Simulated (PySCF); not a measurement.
ethynylcyclopropane (C5H6), SMILES C1C(C#C)C1. Geometry optimised at PBE-D3(BJ)/def2-SVP.

Computed equilibrium geometry at PBE-D3(BJ)/def2-SVP (PySCF confirms it by a frequency run) as a Z-matrix, and its point group:
point group Cs.
```
C
H 1 1.1041
C 1 1.4398 2 114.45
C 3 1.2244 2 152.08 1 180.00
H 4 1.0804 2 162.07 1 -180.00
C 1 1.5257 2 115.76 3 -146.88
H 6 1.1003 1 116.80 2 145.35
H 6 1.1008 7 114.77 1 142.51
C 6 1.5018 7 118.20 8 148.27
H 9 1.1003 6 118.20 7 0.00
H 9 1.1008 10 114.77 6 148.27
```
Charge 0, spin multiplicity 1.
